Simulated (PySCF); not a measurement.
Input file for PySCF: R-HF/STO-3G on CH8SeSi (a complex).

```python
from pyscf import gto, scf, dft, mp
from pyscf.data.elements import chemcore

mol = gto.M(
    atom='''
    C     0.57270194    1.01716234   -0.10419243
    Si   -0.09874862   -0.69083929    0.26969909
    H     0.46280381    1.66526233    0.76649329
    H     0.03743732    1.47086142   -0.94034046
    H     1.63129649    0.96992884   -0.36620816
    H     0.62640433   -1.30666247    1.40877732
    H     0.04291789   -1.58702339   -0.90429972
    H    -1.53744245   -0.62673196    0.62850508
    Se   -0.76411794    1.25210993    3.82344758
    H     0.05990656    0.03882816    3.72300720
    H    -1.83485322    0.62331269    3.03647473
    ''',
    basis='sto-3g',
    charge=0, spin=0, verbose=3, max_memory=1800)
mf = scf.RHF(mol)
mf.conv_tol = 1e-8
mf.max_cycle = 100
mf.kernel()
if not mf.converged:
    mf = mf.newton().run(mf.mo_coeff, mf.mo_occ)
```

Output:

```
converged SCF energy = -2701.19617827059
```

The calculation finished and met its thresholds.

Cost: roughly 0.19 core-seconds.
